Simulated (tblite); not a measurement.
Species: C6H13F.
Bonds: C1–C2, C2–C3, C2–C4, C4–C5, C5–C6, C6–F7. Hydrogens: H8, H9, H10 on C1; H11 on C2; H12, H13, H14 on C3; H15, H16 on C4; H17, H18 on C5; H19, H20 on C6.

Computed with GFN2-xTB (tblite), gas phase: nudged elastic band of 9 images (0 to 8), spring 0.2 eV/Å², climbing image at the end, force threshold 0.05 eV/Å. The top image wasn't refined or checked by frequencies; at this threshold it can lie a kcal/mol or more above the true saddle point of the method.

The band describes a rotation about C2–C4 (sp3 CH carbon, chain CH2 carbon), followed by the dihedral C1–C2–C4–C5, from the optimised start (-64°) to a second optimised geometry at 62°.

**Question.** Give the energy profile along the converged band.

**Answer.** 
```
image  dihedral (°)  E (eV)  C2–C4 (Å)  C1···C5 (Å)  largest true force (eV/Å)
    0           -64   0.000      1.532         3.10                       0.01
    1           -49   0.024      1.534         2.98                       0.04
    2           -33   0.084      1.540         2.90                       0.05
    3           -16   0.155      1.547         2.87                       0.04
    4             1   0.188      1.551         2.86                       0.04
    5            18   0.156      1.548         2.87                       0.05
    6            35   0.091      1.542         2.92                       0.06
    7            50   0.046      1.538         3.00                       0.05
    8            62   0.027      1.534         3.11                       0.01
```

Barriers of this band. The top is image 4 at 1°: 0.188 eV forward and 0.161 eV back; the end lies 0.027 eV above the start. The central bond is 0.019 Å longer at the top than at the start.

**Question.** What rate follows at 298 K for crossing this barrier forward?

**Answer.** Taking the electronic barrier for the free energy of activation (no zero-point or entropy terms, transmission 1), rate = (kT/h)·exp(−ΔE/kT) ≈ 4 × 10^9 s⁻¹, whose inverse is 2 × 10^-10 s. An error of 1 kcal/mol in the barrier changes this by a factor of 5, and the method and the loose band can each miss by that much or more.

**Question.** How would the two end points share their population at 298 K, from these energies alone?

**Answer.** exp(−ΔE/kT) with ΔE = 0.027 eV gives 0.35 for the higher one (end) against 1 for the lower, without vibrational, rotational or degeneracy terms. GFN2-xTB can put conformers this close in the wrong order.

**Question.** How long is the path, and how are the images spaced?

**Answer.** Cartesian distances between aligned neighbours (all atoms, Å): 0.84, 0.83, 0.83, 0.84, 0.84, 0.84, 0.82, 0.72; the sum is 6.57 Å, and the top lies 51 % of the way along.

The cost below is that of the whole band run. Cost: about 9 s of CPU time on one thread; the machine was shared, so the figure is rough.
